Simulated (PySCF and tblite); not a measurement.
Results of a calculation; reference values are marked as such.
C₉H₅ClOS, numbered as in [O:1]=[CH:2][c:3]1[cH:4][s:5][c:6]2[cH:7][cH:8][c:9]([Cl:10])[cH:11][c:12]12.

Geometries GFN2-xTB; weights from PBE0-D3(BJ)/def2-SVP (IEF-PCM, dichloromethane) energies and GFN2-xTB thermal corrections, with symmetry numbers and mirror pairs. Conformers within 2.5 kcal/mol (GFN2-xTB free energy) were kept, 2 at most. Programs: PySCF with density fitting and tblite.

Torsions listed: O1–C2–C3–C4.

| conformer | shape | symmetry | dipole D |
| --- | --- | --- | --- |
| 1 | 0° | Cs | 3.52 |
| 2 | 180° | Cs | 5.33 |

Problem. Which of these conformers is the most populated at 298.15 K, and with what share?

Solution. Conformer 2, about 97 %.

Problem. Give the DFT energies and free energies relative to the lowest, and all weights.

Solution. 
```tsv
conformer	shape	E(DFT) kcal/mol	G(298.15 K) kcal/mol	weight %
1	0°	2.15	2.00	3.3
2	180°	0.00	0.00	96.7
```

Problem. How does its share change from 250 K to 350 K?

Solution. From 98 % to 95 %; the mixing entropy goes from 0.17 to 0.42 cal/(mol K).
